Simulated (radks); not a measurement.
Problem. These are the eigenvalues of the occupied orbitals of an atom or ion with whole-number occupations (eV). Method: Dirac Kohn-Sham, PBE, spin-unpolarised, spherical densities, finite nucleus; Fermi nuclear charge, rms radius of each element as measured or else 0.836 A^(1/3) + 0.57 fm; computed with a radial shooting solver on a logarithmic mesh with Libxc functionals.

orbital  eigenvalue
1s1/2     -70166.77
2s1/2     -16884.35
2p1/2     -16607.35

Which element is it, and in what charge state? The configuration may be excited. Open shells, if any, fill j = l - 1/2 first.

Solution. Z = 71, lutetium, charge +65: Lu65+ in [He] 2s2 2p2. The list shows which subshells hold electrons but not how many an open one holds; the 1s level, -2578.6 hartree, gives Z - s = 71.8 by -(Z - s)^2/2, which with screening and relativity narrows Z to a few neighbours, and the depths of the outer levels then fix element, charge and occupations together.
